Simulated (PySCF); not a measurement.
Fill in the blanks.

C7H12O.
SMILES: `CO[C@@H]1C[C@@H]2CC[C@@H]21`

Conformer (atom-mapped SMILES and torsion angles): `[CH3:1][O:2][C@@H:3]1[CH2:4][C@@H:5]2[CH2:6][CH2:7][C@H:8]12`: C1–O2–C3–C4 176°.

```json
{"property": "point group", "level": "PBE0-D3(BJ)/def2-SVP", "value": "C1"}
{"property": "rotational constants A, B, C", "level": "PBE0-D3(BJ)/def2-SVP", "value": "3.993, 1.653, 1.391 GHz"}
{"property": "dipole moment", "level": "CAM-B3LYP/def2-SVPD", "value": "1.26 D"}
{"property": "HOMO energy", "level": "CAM-B3LYP/def2-SVPD", "value": "-8.56 eV"}
{"property": "LUMO energy", "level": "CAM-B3LYP/def2-SVPD", "value": "1.36 eV"}
{"property": "lowest singlet excitation", "level": "TDDFT CAM-B3LYP/def2-SVPD", "value": "6.99 eV (177 nm, f = 0.019)"}
{"property": "strongest line among the 6 lowest singlet transitions", "level": "TDDFT CAM-B3LYP/def2-SVPD", "value": "?"}
{"property": "static isotropic polarisability", "level": "CAM-B3LYP/def2-SVPD", "value": "?"}
{"property": "electronic spatial extent ⟨r²⟩ about the centre of nuclear charge", "level": "CAM-B3LYP/def2-SVPD", "value": "?"}
```

Gas-phase values; electronic properties from PySCF, density fitting. Geometry: PBE0-D3(BJ)/def2-SVP, one conformer, isolated molecule.

The strongest line among the 6 lowest singlet transitions?

S4 at 7.85 eV (158 nm, f = 0.033).

The electronic spatial extent ⟨r²⟩ about the centre of nuclear charge?

972 bohr².

Give the static isotropic polarisability.

82.1 au.

The rotational constants make it an asymmetric top with κ = (2B − A − C)/(A − C) = -0.80, nearer the prolate limit (−1). The principal polarisabilities are 73.3, 81.4 and 91.5 au; their mean is the isotropic value. The polarisability is 12.16 Å³ as a volume (1 au = 0.148185 Å³), or 1.32 au for each of the 62 electrons. The 6 singlets span 6.99 to 8.07 eV, and their oscillator strengths add up to 0.10. With B = h/(8π²I), that is 505.379 GHz u Å² over I, the principal moments of inertia are 126.6, 305.8 and 363.2 u Å² (most abundant isotopes). The dipole matches unit charges of opposite sign 0.26 Å apart (1 e·Å = 4.8032 D).
